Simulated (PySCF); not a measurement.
**Mayer bond orders and bond lengths**

Compound: C₆H₁₄P₂.
Numbering: `[CH2:1]=[P:2]1([CH3:3])[CH2:4][CH2:5][PH:6][CH2:7][CH2:8]1` (hydrogens: H9, H10 on C1; H11, H12, H13 on C3; H14, H15 on C4; H16, H17 on C5; H18 on P6; H19, H20 on C7; H21, H22 on C8)

Cartesian coordinates in Å at the GFN2-xTB level; atoms count from 1:
```xyz
22
C6H14P2 angstrom
C      1.3007   -0.3918    2.2346
P      0.7757   -0.2392    0.6226
C      1.7056   -0.5471   -0.9814
C      0.1653    1.4726    0.3987
C     -0.7121    1.7151   -0.8204
P     -2.2747    0.7104   -0.9101
C     -1.5702   -1.0067   -0.7972
C     -0.7104   -1.2904    0.4250
H      1.5955   -1.4222    2.4386
H      2.1346    0.2849    2.4274
H      2.0568   -1.5798   -0.9638
H      1.1285   -0.3794   -1.8868
H      2.5761    0.1102   -0.9812
H      1.0444    2.1270    0.3671
H     -0.3777    1.6983    1.3223
H     -0.1624    1.5382   -1.7497
H     -1.0250    2.7652   -0.8370
H     -2.5663    0.8119    0.4573
H     -1.0186   -1.1928   -1.7234
H     -2.4283   -1.6881   -0.8027
H     -1.2799   -1.1454    1.3489
H     -0.3679   -2.3316    0.4105
```

Bond orders from the PBE0/pcSseg-1 density (PySCF). Geometry: GFN2-xTB, one conformer, isolated molecule.

Q: How far do the computed orders between heavy atoms stray from the drawn ones?

A: The largest departure is 0.413, at C1–P2 (drawn double, 1.587). Drawn single, order below 0.88: P2–C3 (0.852). Drawn double or triple, more than 0.30 short of the drawn order: C1–P2 (1.587).

Q: Set the Mayer orders of the bonds between heavy atoms beside their lengths.

A: 
```tsv
bond	drawn as	length (Å)	Mayer order
C1–P2	double	1.702	1.587
P2–C3	single	1.879	0.852
P2–C4	single	1.831	0.940
C4–C5	single	1.521	1.008
C5–P6	single	1.860	0.979
P6–C7	single	1.859	0.979
C7–C8	single	1.521	1.008
C8–P2	single	1.831	0.940
```

Bonds between the same two heavy elements. C–P: lowest P2–C3 (0.852, 1.879 Å), highest C1–P2 (1.587, 1.702 Å); in 4 of the 15 pairs the longer bond (by over 0.003 Å) has the higher order (by 0.02 or more). C–C: all 2 within 0.02 of one another (1.008 to 1.008).

Q: And the bonds to hydrogen?

A: C–H: 0.93 to 0.96 (13 bonds); H–P: 0.94 (1 bond).

Q: Sum the orders of all bonds at each heavy atom with more than one neighbour and set the sums beside the valence in the SMILES.

A: C1 3.455 (drawn 4), P2 4.319 (drawn 5), C3 3.691 (drawn 4), C4 3.808 (drawn 4), C5 3.866 (drawn 4), P6 2.893 (drawn 3), C7 3.866 (drawn 4), C8 3.808 (drawn 4). Orders between atoms that aren't bonded are not in these sums.

For a closed shell the Mayer order of atoms A and B is Σ (PS)μν (PS)νμ over the basis functions μ on A and ν on B, with P the density and S the overlap matrix.
